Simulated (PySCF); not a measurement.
**Dipole response of Ga⁻ (gallium, charge -1)**

[Ar] 3d10 4s2 4p2, high-spin 3P determinant. Calculation: PySCF 2.14, in aug-cc-pVTZ-PP with one added diffuse shell each of s, d, f type with ECP10MDF (7s5p5d3f, 68 functions); a scalar-relativistic core potential. Coupled (time-dependent) response in atomic units; α is the mean over directions.

```
method  mean α (bohr³)         α xx, yy, zz  C₆ (like pair)   S(−4)
   UHF           642.6  272.4, 827.9, 827.3           12230  730500
```

S(−4) is the Cauchy moment in α(ω) = α(0) + S(−4) ω² + …

Spin-orbit coupling is absent.

α(iu) at UHF:

| u (hartree) | α(iu) (bohr³) |
| --- | --- |
| 0 | 642.6 |
| 0.0500 | 250.3 |
| 0.100 | 123.7 |
| 0.200 | 53.05 |
| 0.300 | 30.22 |
| 0.500 | 13.82 |
| 0.750 | 7.125 |
| 1.00 | 4.404 |
| 1.50 | 2.220 |
| 2.00 | 1.357 |
| 3.00 | 0.6648 |
| 5.00 | 0.2596 |

A single London oscillator, α(iu) = α/(1 + u²/ω²), gives C₆ = (3/4) ω α². Matching the computed C₆ needs ω = 4 × 12230 / (3 × 642.6²) = 0.0395 hartree.

For an ion, C₆ is the dispersion term alone; charge-induced terms of lower order in 1/R come first.

The components differ because the open shell of this determinant is not spherical; for a pure term their mean is the scalar polarisability.

Energies and moments cover only the electrons outside the core potential.
